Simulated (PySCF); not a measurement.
BGeH5NSi, BClGeH2N, CH10GeSi2, BClGeH4N and others (calculated)

All values are calculated (PySCF 2.14.0). Calculation on a computer-drawn molecule: the log of a Hartree-Fock and frozen-core CCSD(T) single point meant for a local Hartree-Fock minimum, with one planted fault or none, to be diagnosed. Offsets are logged minus clean, where the clean run is the same molecule without the fault. The reference is restricted for singlets and unrestricted otherwise, and also for a bond in bohr or an excited solution. Adding or removing an electron swaps singlet and doublet. The excited solution moves the top pair (singlet) or top alpha electron (doublet) to the lowest empty orbital. Highest occupied and lowest empty are orbital energies over both spins, largest force is the largest gradient component, triples share is (T) over the correlation energy, the T1 limit is 0.02 restricted and 0.045 unrestricted, electrons count all cores, a negative frequency is imaginary (commonest isotopes), and the dipole is about the centre of nuclear charge; on germanium a core potential holds 10 electrons, which the energies leave out, and 3d is frozen in MP2 and coupled-cluster steps.

Common to all runs: meant basis cc-pV(D+d)Z; meant basis and core potential on germanium cc-pVDZ-PP ECP10MDF; logged SCF converged yes; possible faults no fault, one electron removed, one electron added, multiplicity raised by two, geometry at a saddle point, SCF held on an excited solution, minimal basis STO-3G, one bond length entered in bohr, all coordinates scaled.

(1) 
```xyz
9
formula=BGeH5NSi meant_charge=1 meant_multiplicity=1 logged_electrons=62 logged_basis_functions=99 logged_spin_squared=0 logged_highest_occupied=-14.144 logged_lowest_empty=-5.0687 logged_largest_force=5.112e-05 logged_lowest_frequency=-172.62 logged_T1_diagnostic=0.01493 logged_D1_diagnostic=0.044452 logged_triples_share=0.03287 logged_CC_converged=yes logged_dipole_magnitude=2.3709 logged_SCF_stable_within_its_kind=yes logged_energy_HF=-664.08656 logged_energy_CCSD(T)=-664.55138 planted_fault=geometry_at_a_saddle_point HF_energy_offset_from_clean_run=7.918 CCSD(T)_energy_offset_from_clean_run=12.11
Si    -2.2940    -0.1395     0.0000
N     -0.6935    -0.2182     0.0000
B      0.3293     0.6767     0.0000
Ge     2.2922    -0.3316     0.0000
H     -3.0739    -1.3742     0.0000
H     -3.0840     1.0973     0.0000
H      0.4049     1.8678     0.0000
H      3.6968     0.2767     0.0000
H      2.4220    -1.8549     0.0000
```

Units: logged_highest_occupied, logged_lowest_empty in eV; logged_largest_force in hartree/bohr; logged_lowest_frequency in cm⁻¹; logged_dipole_magnitude in debye; logged_energy_HF, logged_energy_CCSD(T) in hartree; HF_energy_offset_from_clean_run, CCSD(T)_energy_offset_from_clean_run in kcal/mol.

Drawn bonds:
| atom | other atom | order |
| --- | --- | --- |
| 1 | 2 | 2 |
| 2 | 3 | 1 |
| 3 | 4 | 1 |
| 1 | 5 | 1 |
| 1 | 6 | 1 |
| 3 | 7 | 1 |
| 4 | 8 | 1 |
| 4 | 9 | 1 |

(2) 
```xyz
6
formula=BClGeH2N meant_charge=1 meant_multiplicity=1 logged_electrons=62 logged_basis_functions=84 logged_spin_squared=1.1954 logged_highest_occupied=-15.052 logged_lowest_empty=-5.2057 logged_largest_force=0.067117 logged_T1_diagnostic=0.062952 logged_D1_diagnostic=0.30138 logged_triples_share=0.044366 logged_CC_converged=yes logged_dipole_magnitude=1.745 logged_SCF_stable_within_its_kind=yes logged_energy_HF=-832.77231 logged_energy_CCSD(T)=-833.26038 planted_fault=one_bond_length_entered_in_bohr,row_5_of_the_drawn_bonds HF_energy_offset_from_clean_run=44.15 CCSD(T)_energy_offset_from_clean_run=64.32
N     -0.8054    -0.1666     0.4103
Ge     0.7785    -0.4409     0.8649
B      1.1855    -1.5209    -0.8747
Cl     1.2743    -2.3165    -2.2841
H     -1.4202     0.3643     1.0142
H      2.8074    -0.0474     2.8156
```

Units: logged_highest_occupied, logged_lowest_empty in eV; logged_largest_force in hartree/bohr; logged_dipole_magnitude in debye; logged_energy_HF, logged_energy_CCSD(T) in hartree; HF_energy_offset_from_clean_run, CCSD(T)_energy_offset_from_clean_run in kcal/mol.

Drawn bonds:
| atom | other atom | order |
| --- | --- | --- |
| 1 | 2 | 2 |
| 2 | 3 | 1 |
| 3 | 4 | 1 |
| 1 | 5 | 1 |
| 2 | 6 | 1 |

Notes: T1 above single-reference limit.

(3) 
```xyz
14
formula=CH10GeSi2 meant_charge=0 meant_multiplicity=1 logged_electrons=76 logged_basis_functions=133 logged_spin_squared=0 logged_highest_occupied=-2.4599 logged_lowest_empty=-4.5933 logged_largest_force=0.055246 logged_CC_converged=no logged_dipole_magnitude=0.47991 logged_SCF_stable_within_its_kind=no logged_energy_HF=-914.38183 planted_fault=SCF_held_on_an_excited_solution HF_energy_offset_from_clean_run=351.8
C     -0.4080    -0.4923    -2.5314
Si    -1.0003     0.1839    -0.8642
Si    -2.8796    -1.0224    -0.0730
Ge     0.7828     0.1171     0.7581
H      0.4492     0.0770    -2.9000
H     -0.1073    -1.5397    -2.4443
H     -1.2029    -0.4288    -3.2793
H     -1.4014     1.6076    -1.0241
H     -3.9925    -0.9623    -1.0539
H     -2.5230    -2.4478     0.1396
H     -3.3535    -0.4597     1.2153
H      0.3323     0.7112     2.0991
H      1.9985     0.9156     0.2652
H      1.2395    -1.3275     1.0098
```

Units: logged_highest_occupied, logged_lowest_empty in eV; logged_largest_force in hartree/bohr; logged_dipole_magnitude in debye; logged_energy_HF in hartree; HF_energy_offset_from_clean_run in kcal/mol.

Drawn bonds:
| atom | other atom | order |
| --- | --- | --- |
| 1 | 2 | 1 |
| 2 | 3 | 1 |
| 2 | 4 | 1 |
| 1 | 5 | 1 |
| 1 | 6 | 1 |
| 1 | 7 | 1 |
| 2 | 8 | 1 |
| 3 | 9 | 1 |
| 3 | 10 | 1 |
| 3 | 11 | 1 |
| 4 | 12 | 1 |
| 4 | 13 | 1 |
| 4 | 14 | 1 |

Notes: CCSD not converged.

(4) 
```xyz
8
formula=BClGeH4N meant_charge=0 meant_multiplicity=2 logged_electrons=65 logged_basis_functions=94 logged_spin_squared=0.8009 logged_highest_occupied=-5.6461 logged_lowest_empty=-0.048323 logged_largest_force=0.056112 logged_dipole_magnitude=3.4405 logged_SCF_stable_within_its_kind=no logged_energy_HF=-834.27 planted_fault=SCF_held_on_an_excited_solution HF_energy_offset_from_clean_run=69.81
N     -1.4894     1.4211     0.8822
B     -1.8865     0.2711     0.2495
Ge    -1.0287    -0.5461    -1.4406
Cl     0.6509     0.7589    -2.0603
H     -0.7195     1.9796     0.5617
H     -1.9365     1.7806     1.7020
H     -1.9572    -0.5946    -2.6515
H     -0.3997    -1.9196    -1.2201
```

Units: logged_highest_occupied, logged_lowest_empty in eV; logged_largest_force in hartree/bohr; logged_dipole_magnitude in debye; logged_energy_HF in hartree; HF_energy_offset_from_clean_run in kcal/mol.

Drawn bonds:
| atom | other atom | order |
| --- | --- | --- |
| 1 | 2 | 1 |
| 2 | 3 | 1 |
| 3 | 4 | 1 |
| 1 | 5 | 1 |
| 1 | 6 | 1 |
| 3 | 7 | 1 |
| 3 | 8 | 1 |

Notes: coupled-cluster numbers left out as unreliable.

(5) 
```xyz
13
formula=CH9AlGe2 meant_charge=0 meant_multiplicity=1 logged_electrons=92 logged_basis_functions=128 logged_spin_squared=2.01 logged_highest_occupied=-5.7942 logged_lowest_empty=-1.9737 logged_largest_force=0.04365 logged_T1_diagnostic=0.018078 logged_D1_diagnostic=0.099034 logged_triples_share=0.028419 logged_CC_converged=yes logged_dipole_magnitude=4.2438 logged_SCF_stable_within_its_kind=yes logged_energy_HF=-871.6296 logged_energy_CCSD(T)=-872.12327 planted_fault=multiplicity_raised_by_two HF_energy_offset_from_clean_run=81.34 CCSD(T)_energy_offset_from_clean_run=84.38
Al    -1.9536     0.9889    -0.9924
Ge    -0.7914    -0.2742     0.8439
C      0.2489     0.8982     2.0603
Ge     1.8129     1.7619     1.2472
H     -2.2330     0.3171    -2.3974
H     -2.4528     2.4705    -0.7412
H      0.1633    -1.3467     0.2833
H     -1.8267    -1.0355     1.6999
H      0.5853     0.3086     2.9172
H     -0.4157     1.6779     2.4428
H      2.4177     2.8135     2.1857
H      1.3988     2.4649    -0.0592
H      2.8875     0.7225     0.9066
```

Units: logged_highest_occupied, logged_lowest_empty in eV; logged_largest_force in hartree/bohr; logged_dipole_magnitude in debye; logged_energy_HF, logged_energy_CCSD(T) in hartree; HF_energy_offset_from_clean_run, CCSD(T)_energy_offset_from_clean_run in kcal/mol.

Drawn bonds:
| atom | other atom | order |
| --- | --- | --- |
| 1 | 2 | 1 |
| 2 | 3 | 1 |
| 3 | 4 | 1 |
| 1 | 5 | 1 |
| 1 | 6 | 1 |
| 2 | 7 | 1 |
| 2 | 8 | 1 |
| 3 | 9 | 1 |
| 3 | 10 | 1 |
| 4 | 11 | 1 |
| 4 | 12 | 1 |
| 4 | 13 | 1 |
